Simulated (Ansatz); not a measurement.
```yaml
crystal:
  periodic: [false, false, false]
  atoms:
    - {symbol: C, position_ang: [-0.691798, 0.401724, 0.763498]}
    - {symbol: Si, position_ang: [0.442884, -0.260944, -0.483500]}
    - {symbol: F, position_ang: [0.009422, 0.178524, -1.934194]}
    - {symbol: F, position_ang: [0.495392, -1.837970, -0.481083]}
    - {symbol: F, position_ang: [1.916876, 0.241319, -0.236601]}
    - {symbol: H, position_ang: [-1.731109, 0.616215, 0.542178]}
    - {symbol: H, position_ang: [-0.380367, 0.593130, 1.784100]}
basis:
  gaussian: {orbitals: def2-TZVPD, nuclear_model: gaussian}
total_charge: 1
hamiltonian: {xc: {name: HF}}
correlation: {method: mp2, frozen_orbitals: {C: 9}}
```

```sh
$ ansatz run in.yaml --threads 4 --pin off --events-out ev --progress --plain --max-ram 10444MiB
```

(1) How does Ansatz answer? (Estimate.)

Answers

(1) The calculation gave: The input was rejected before any iteration.
```
Functional definition: HF
Error: "frozen_orbitals" has no count for Si
```
